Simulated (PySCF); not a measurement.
## Excited states of `C[O][GaH][Cl]`, CH4ClGaO

Computed, not measured: PySCF 2.14.0, TDDFT wB97X-D/aug-cc-pVDZ excited states, vertical, gas phase. Geometry: GFN2-xTB.

Input:
```
{"job": {"kind": "states", "xc": "wB97X-D", "basis": "aug-cc-pVDZ", "tpa": true, "nstates": 6, "nquad": 5, "ntriplets": 0}, "charge": 0, "multiplicity": 1}
C     -1.317378    -0.156908     0.297541
O      0.056999    -0.375027     0.044439
Ga     1.666152     0.075992    -0.366849
Cl     2.240644     2.044269    -0.740748
H     -1.724193     0.616770    -0.357882
H     -1.852453    -1.093133     0.118454
H     -1.464601     0.146553     1.336443
H      2.403888    -1.249103    -0.355962
```
Coordinates are in Å.

Command: `OMP_NUM_THREADS=1 python excited_run.py task.json out`

**Question.** Show the output.

**Answer.** H and L stand for HOMO and LUMO.
```
coarse grid: 33984 points
cycle   1  E = -2500.7233578271  dE = -1.055e-01  |g| = 7.665e-01  |ddm| = 5.585e+00
cycle   2  E = -2500.6199725467  dE =  1.034e-01  |g| = 1.099e+00  |ddm| = 2.978e+00
cycle   3  E = -2500.8481097760  dE = -2.281e-01  |g| = 8.646e-02  |ddm| = 1.457e+00
cycle   4  E = -2500.8498964043  dE = -1.787e-03  |g| = 2.899e-02  |ddm| = 2.745e-01
cycle   5  E = -2500.8501364273  dE = -2.400e-04  |g| = 3.213e-03  |ddm| = 8.642e-02
cycle   6  E = -2500.8501420698  dE = -5.642e-06  |g| = 1.160e-03  |ddm| = 1.398e-02
final grid: 68944 points
cycle   7  E = -2500.8497604180  dE = -1.154e-06  |g| = 1.139e-03  |ddm| = 1.133e-02
cycle   8  E = -2500.8497605948  dE = -1.768e-07  |g| = 8.594e-04  |ddm| = 4.888e-03
cycle   9  E = -2500.8497607803  dE = -1.855e-07  |g| = 1.093e-04  |ddm| = 2.201e-03
cycle  10  E = -2500.8497607834  dE = -3.108e-09  |g| = 6.350e-05  |ddm| = 2.509e-04
cycle  11  E = -2500.8497607848  dE = -1.372e-09  |g| = 1.485e-05  |ddm| = 1.820e-04
cycle  12  E = -2500.8497607849  dE = -9.868e-11  |g| = 2.978e-06  |ddm| = 5.797e-05
converged SCF energy = -2500.8497607849

Singlet excitations
state   eV       nm        f     d(h-e)  d(exc)  Lambda  PR(NTO)  |dmu|/D   mu/D   delta(TPA)   sigma/GM   main configurations
  1   5.8838   210.7   0.00109   1.610   3.034   0.259   1.008    5.710    6.436        5.36      0.068   H->L 0.80, H->L+5 0.16
  2   6.3443   195.4   0.02318   1.591   3.125   0.338   1.947    5.557    6.337       37.36      0.551   H-1->L 0.51, H->L+1 0.23, H->L+4 0.10
  3   6.6086   187.6   0.00174   1.424   3.165   0.267   1.040    5.046    5.896       30.00      0.480   H-1->L+1 0.61, H-1->L+4 0.23
  4   6.8540   180.9   0.15573   1.247   3.330   0.310   1.915    3.755    4.565      164.27      2.827   H->L+1 0.37, H-1->L 0.30, H->L+4 0.11
  5   6.9649   178.0   0.01365   0.948   2.897   0.319   1.037    2.970    2.266        1.93      0.034   H-2->L 0.80, H-2->L+5 0.18
  6   7.4320   166.8   0.05926   1.011   4.002   0.193   1.094                                            H->L+3 0.57, H->L+4 0.11, H->L+2 0.10
```

The calculation is non-relativistic, which matters for the atoms heavier than Zn.

It took 26 s wall time on 1 thread of an Arm Neoverse N1, shared host, peak memory 0.58 GiB.
